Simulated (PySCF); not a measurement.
Simulation results for FH₃O₂Si, H₅NOSi₂, FH₂OSi

Computed with PySCF 2.14.0. Calculation on a computer-drawn molecule: optimised geometry and harmonic frequencies of an isolated molecule of the commonest isotopes, restricted reference for singlets and unrestricted otherwise, frozen core in MP2.

Common to all runs: charge 0; basis cc-pV(D+d)Z.

(1) FH₃O₂Si

Start structure:
```xyz
7
FH3O2Si
O     -2.7465    -1.9901     0.0518
Si    -2.1786    -1.7507     1.5586
O     -0.6051    -2.1238     1.6022
F     -2.4153    -0.1976     1.9056
H     -3.5324    -1.5463    -0.2302
H     -2.8598    -2.5249     2.5874
H     -0.0359    -1.8489     0.8984
```

Settings of this run: multiplicity 1 and method MP2.

It finds rotational constants 7.044, 6.52, 3.905 GHz; total energy -540.6849 hartree; convergence status largest gradient component 8.419e-06 hartree/bohr.

Drawn bonds:
| atom | other atom | order |
| --- | --- | --- |
| 1 | 2 | 1 |
| 2 | 3 | 1 |
| 2 | 4 | 1 |
| 1 | 5 | 1 |
| 2 | 6 | 1 |
| 3 | 7 | 1 |

Optimised structure:
```xyz
7
FH3O2Si
O     -2.7374    -2.0141     0.0233
Si    -2.1775    -1.7508     1.5543
O     -0.5895    -2.1539     1.6238
F     -2.4294    -0.1794     1.9012
H     -3.5363    -1.5250    -0.2115
H     -2.8544    -2.5255     2.5930
H     -0.0490    -1.8335     0.8897
```

Modes:
| frequency (cm⁻¹) | reduced mass (dalton) |
| --- | --- |
| 195.7 | 1.322 |
| 221.5 | 1.397 |
| 313.2 | 4.435 |
| 362.6 | 2.222 |
| 394.7 | 6.633 |
| 773.6 | 3.067 |
| 818.5 | 1.349 |
| 834.2 | 1.592 |
| 861.3 | 1.521 |
| 924.2 | 1.301 |
| 952.2 | 3.181 |
| 1008 | 3.291 |
| 2382 | 1.042 |
| 3898 | 1.066 |
| 3903 | 1.067 |

(2) H₅NOSi₂

Start structure:
```xyz
9
H5NOSi2
O      1.7815    -0.7595     2.7244
Si     1.5759    -0.5162     1.1597
N      0.0812    -0.3734     0.5988
Si    -0.7119    -0.1667    -1.0018
H      0.9845    -0.8646     3.3579
H      2.9310    -0.4252     0.7393
H     -2.1982    -0.2245    -0.6132
H     -0.4685     1.1370    -1.4974
H     -0.4524    -1.1918    -1.8831
```

It was run with multiplicity 1 and method HF.

The calculation gives: rotational constants 19.59, 1.877, 1.747 GHz; total energy -710.1525 hartree; convergence status largest gradient component 4.065e-06 hartree/bohr.

Drawn bonds:
| atom | other atom | order |
| --- | --- | --- |
| 1 | 2 | 1 |
| 2 | 3 | 2 |
| 3 | 4 | 1 |
| 1 | 5 | 1 |
| 2 | 6 | 1 |
| 4 | 7 | 1 |
| 4 | 8 | 1 |
| 4 | 9 | 1 |

Optimised structure:
```xyz
9
H5NOSi2
O      1.5422    -0.7907     2.7772
Si     1.7115    -0.5234     1.1906
N      0.6041    -0.3331     0.1323
Si    -0.7174    -0.1449    -0.9011
H      0.6668    -0.8430     3.1373
H      3.1526    -0.4999     0.9674
H     -2.0192    -0.2531    -0.1887
H     -0.6972     1.1832    -1.5647
H     -0.7203    -1.1799    -1.9657
```

Modes:
| frequency (cm⁻¹) | reduced mass (dalton) |
| --- | --- |
| 26.71 | 1.172 |
| 47.03 | 4.743 |
| 152.3 | 3.534 |
| 339.5 | 4.745 |
| 505.9 | 1.312 |
| 598.6 | 7.478 |
| 657.4 | 1.236 |
| 785.7 | 1.19 |
| 791.5 | 1.215 |
| 871.2 | 1.273 |
| 976.5 | 2.892 |
| 997.9 | 1.383 |
| 1035 | 1.05 |
| 1046 | 1.047 |
| 1083 | 1.147 |
| 1511 | 13.34 |
| 2255 | 1.048 |
| 2272 | 1.05 |
| 2297 | 1.021 |
| 2440 | 1.044 |
| 4143 | 1.067 |

(3) FH₂OSi

Start structure:
```xyz
5
FH2OSi
O     -0.2118     0.8364     2.8661
Si     0.7414     1.0518     1.6099
F      1.4798    -0.3307     1.3922
H     -0.0028     0.3405     3.6649
H      1.7601     1.9510     1.7104
```

It was run with multiplicity 2 and method HF.

It finds rotational constants 27.33, 7.693, 6.256 GHz; total energy -464.4693 hartree; spin squared 0.7538; convergence status largest gradient component 2.869e-06 hartree/bohr.

Drawn bonds:
| atom | other atom | order |
| --- | --- | --- |
| 1 | 2 | 1 |
| 2 | 3 | 1 |
| 1 | 4 | 1 |
| 2 | 5 | 1 |

Optimised structure:
```xyz
5
FH2OSi
O      0.1870     0.9390     3.1951
Si     0.7432     0.9651     1.6566
F      1.5494    -0.4036     1.3479
H     -0.4081     0.2603     3.4778
H      1.6952     2.0882     1.5662
```

Modes:
| frequency (cm⁻¹) | reduced mass (dalton) |
| --- | --- |
| 222.1 | 1.306 |
| 356.7 | 4.349 |
| 756 | 1.205 |
| 830 | 1.196 |
| 860.7 | 4.771 |
| 908.1 | 1.349 |
| 958 | 6.99 |
| 2315 | 1.043 |
| 4171 | 1.067 |

(4) FH₂OSi

Start structure:
```xyz
5
FH2OSi
O      0.1870     0.9390     3.1951
Si     0.7432     0.9651     1.6566
F      1.5494    -0.4036     1.3479
H     -0.4081     0.2603     3.4778
H      1.6952     2.0882     1.5662
```

It was run with multiplicity 2 and method MP2.

It finds rotational constants 27.78, 7.324, 6.054 GHz; total energy -464.9246 hartree; spin squared 0.7538; convergence status largest gradient component 8.09e-06 hartree/bohr.

Drawn bonds:
| atom | other atom | order |
| --- | --- | --- |
| 1 | 2 | 1 |
| 2 | 3 | 1 |
| 1 | 4 | 1 |
| 2 | 5 | 1 |

Optimised structure:
```xyz
5
FH2OSi
O      0.2175     0.9471     3.2404
Si     0.7430     0.9465     1.6653
F      1.5787    -0.4179     1.3152
H     -0.4477     0.2808     3.4590
H      1.6752     2.0924     1.5636
```

Modes:
| frequency (cm⁻¹) | reduced mass (dalton) |
| --- | --- |
| 250.7 | 1.527 |
| 337.3 | 3.042 |
| 718.4 | 1.204 |
| 801.5 | 1.251 |
| 820.2 | 5.519 |
| 894.2 | 1.298 |
| 925.5 | 5.237 |
| 2267 | 1.043 |
| 3891 | 1.067 |
